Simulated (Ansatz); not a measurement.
`CC(F)(F)OCF` → `F[C]F` + `COCF` at 400 K and 1 bar (formal loss of a carbene).

Computed with Ansatz on PBE0-D4/def2-TZVP structures; ΔE is electronic, products minus reactants. CBS: MP2 limit from def2 TZ/QZ plus the TZ coupled-cluster correction, frozen cores. This one scheme is used for every species. Each species was taken in one conformer, which may not be the lowest.

```
      species  CCSD(T)/CBS energy (Eh)  H − E (kJ/mol)  S (J/(mol·K))
`CC(F)(F)OCF`               -491.71958           260.0          387.5
      `F[C]F`               -237.54028            33.0          252.5
       `COCF`               -254.05716           215.5          313.1
```

H − E and S are ideal-gas, rigid-rotor, harmonic terms from PBE0-D4/def2-TZVP, for one conformer and one mirror image of each species. 1 Eh = 2625.50 kJ/mol, R = 8.31446 J/(mol·K).

Task: By hand: ΔE, ΔH, ΔS and ΔG.

Result: ΔE = (-237.54028) + (-254.05716) − (-491.71958) = 0.12214 Eh = 320.7 kJ/mol. Δ(H − E) = 33.0 + 215.5 − 260.0 = -11.5, so ΔH = 309.2 kJ/mol. ΔS = 252.5 + 313.1 − 387.5 = 178.1 J/(mol·K). ΔG = 309.2 − 400 × (178.1)/1000 = 238.0 kJ/mol.

Task: By hand: the equilibrium constant, and the temperature at which ΔG would vanish if ΔH and ΔS stayed fixed.

Result: log₁₀ K = −ΔG/(RT ln 10) = -31.1. ΔG = 0 at ΔH/ΔS = 1736 K.

The number of gas molecules changes by +1, which sets the sign of ΔS. A doubt of 5 kJ/mol in ΔE shifts log₁₀ K by 0.7 here. Other conformers and mirror images would add mixing entropy, several J/(mol·K) or more a flexible species. These are equilibria of isolated gas molecules and say nothing of rates. Largest T1 diagnostic: 0.017 (customary marks: 0.02 for closed shells, 0.045 for open ones).
